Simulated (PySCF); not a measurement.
Vertical excitations of a molecule CH₅FO₂Si₂ from PySCF with TDA-LC-ωPBE/def2-SVPD, as energy in eV (oscillator strength): 7.46 (0.019), 7.75 (0.002), 8.35 (0.007), 8.58 (0.033), 8.83 (0.005), 9.15 (0.014), 9.31 (0.025), 9.38 (0.016), 9.46 (0.168), 9.60 (0.005). Lowest triplet (TDA): 6.86 eV. The structure is a stationary point at B3LYP-D3(BJ)/def2-SVP. The values are those of a single conformer.

Q: Which structure fits?
A) F[Si@H]1O[C@@H]([SiH3])O1
B) O=C(O)[Si@@H](F)[SiH3]
C) C[Si@H]1O[Si@@H](F)O1
D) F[Si@H]1OC[SiH2]O1

A: D, F[Si@H]1OC[SiH2]O1
